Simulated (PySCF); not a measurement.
## Excitation energy of Nb by level of theory

Nb [Kr] 4d4 5s1 (6D) → Nb [Kr] 4d5 (6S), as a difference of total energies. Calculation: PySCF 2.14, in aug-cc-pVDZ-PP with ECP28MDF; scalar relativity through the core potential. Correlated levels: valence: 4s2 4p6 frozen. The calculations carry no spin-orbit coupling.

```
           method  excitation energy (eV)
              UHF                   1.647
    MP2 (valence)                   1.382
SCS-MP2 (valence)                   1.559
   CCSD (valence)                   1.386
CCSD(T) (valence)                   1.367
```

Question: How much does correlation contribute at CCSD(T) (valence)?

Answer: 1.367 − (1.647) = -0.280 eV, measured against UHF.
